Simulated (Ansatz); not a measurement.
System: SF (charge 0, doublet). 
Structure (B3LYP-D3(BJ)/def2-TZVP (Ansatz, a program for electronic structure) minimum search):
SMILES: F[S]
```xyz
2

S      0.0000     0.0000    -0.5793
F      0.0000     0.0000     1.0299
```
Charge 0, spin multiplicity 2.

Basis-set convergence of Hartree-Fock and CCSD(T) correlation energies (hartree) with Ansatz. Cores are frozen in the correlated levels unless marked. UHF or UKS for open shells. Spin-orbit coupling is left out. Non-relativistic.

```csv
basis,functions,E(HF),"E(corr, CCSD(T))"
def2-SVP,32,-496.69359,-0.31467
def2-TZVPP,73,-496.96838,-0.42750
def2-QZVPP,127,-496.98511,-0.46524
```

Extrapolating the two largest sets (X = 3 and 4) as X^-3: E(corr) = (64·(-0.46524) - 27·(-0.42750))/37 = -0.4928 Eh, an estimate of the basis-set limit. The largest set recovers 94.4 % of it, the smallest 63.9 %.
